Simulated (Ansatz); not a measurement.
Ga₆P₅H₁₈⁻, a cluster cut from wurtzite GaP (hydrogen-capped), 29 atoms. Hardware: 2 threads of AMD EPYC 7R13 on a shared host and a share (18 GiB) of an NVIDIA H100 80GB HBM3.

The 6-31G sets use Cartesian d functions. Correlated methods freeze 79 core orbitals; core or outer-core shells of Ga are correlated, in sets that lack core-valence functions. Single mean-field runs in def2-TZVP are fitted with def2-universal-jkfit.

Question: How many basis functions does each of these Ansatz runs have, and roughly what does it cost? LC-ωPBE (ω = 0.20 bohr⁻¹)/def2-SVP, charge -1 singlet, energy, from earlier orbitals; PBE-D4/def2-TZVP, charge -1 triplet at the geometry of the charge -1 singlet, energy, from earlier orbitals; B3LYP-D4/6-31G, charge -1 singlet, energy; LC-ωPBE (ω = 0.30 bohr⁻¹)/def2-SVP, charge 0 doublet at the geometry of the charge -1 singlet, energy, from earlier orbitals; PBE-D4/def2-SVP, charge -1 singlet, energy, from earlier orbitals; HF/6-31G, charge -1 singlet, energy; PBE-D4/def2-TZVP, charge 0 doublet at the geometry of the charge -1 singlet, energy, from earlier orbitals; r2SCAN-D4/def2-TZVP, charge -1 singlet, energy, from earlier orbitals; PBE0-D4/def2-TZVP, charge -1 triplet at the geometry of the charge -1 singlet, energy; r2SCAN0-D4/def2-TZVP, charge 0 doublet at the geometry of the charge -1 singlet, energy, from earlier orbitals; LC-ωPBE (ω = 0.15 bohr⁻¹)/def2-SVP, charge -1 singlet, energy, from earlier orbitals; RPA@PBE/def2-TZVP, charge -1 singlet, energy, from earlier orbitals.

Answer: Other jobs shared the machine, so times can vary by a factor of up to 3. A dash marks memory too small to be measured apart from the calling script's.

| run | functions | fitting or Cholesky vectors | wall time | peak host memory (GiB) |
| --- | --- | --- | --- | --- |
| B3LYP-D4/6-31G, charge -1 singlet, energy | 275 | 2776 | 11 s | – |
| PBE-D4/def2-SVP, charge -1 singlet, energy, from earlier orbitals | 372 | 4209 | 12 s | 1.1 |
| LC-ωPBE (ω = 0.20 bohr⁻¹)/def2-SVP, charge -1 singlet, energy, from earlier orbitals | 372 | 4209 | 12 s | 1.1 |
| PBE-D4/def2-TZVP, charge -1 triplet at the geometry of the charge -1 singlet, energy, from earlier orbitals | 581 | 2560 | 12 s | 1.2 |
| HF/6-31G, charge -1 singlet, energy | 275 | 2776 | 13 s | – |
| LC-ωPBE (ω = 0.15 bohr⁻¹)/def2-SVP, charge -1 singlet, energy, from earlier orbitals | 372 | 4209 | 14 s | 1.1 |
| PBE-D4/def2-TZVP, charge 0 doublet at the geometry of the charge -1 singlet, energy, from earlier orbitals | 581 | 2560 | 14 s | 1.2 |
| r2SCAN-D4/def2-TZVP, charge -1 singlet, energy, from earlier orbitals | 581 | 2560 | 14 s | 1.1 |
| RPA@PBE/def2-TZVP, charge -1 singlet, energy, from earlier orbitals | 581 | 3949 | 15 s | 4 |
| PBE0-D4/def2-TZVP, charge -1 triplet at the geometry of the charge -1 singlet, energy | 581 | 2560 | 18 s | 1.2 |
| LC-ωPBE (ω = 0.30 bohr⁻¹)/def2-SVP, charge 0 doublet at the geometry of the charge -1 singlet, energy, from earlier orbitals | 372 | 4209 | 19 s | 1.2 |
| r2SCAN0-D4/def2-TZVP, charge 0 doublet at the geometry of the charge -1 singlet, energy, from earlier orbitals | 581 | 2560 | 37 s | 1.4 |
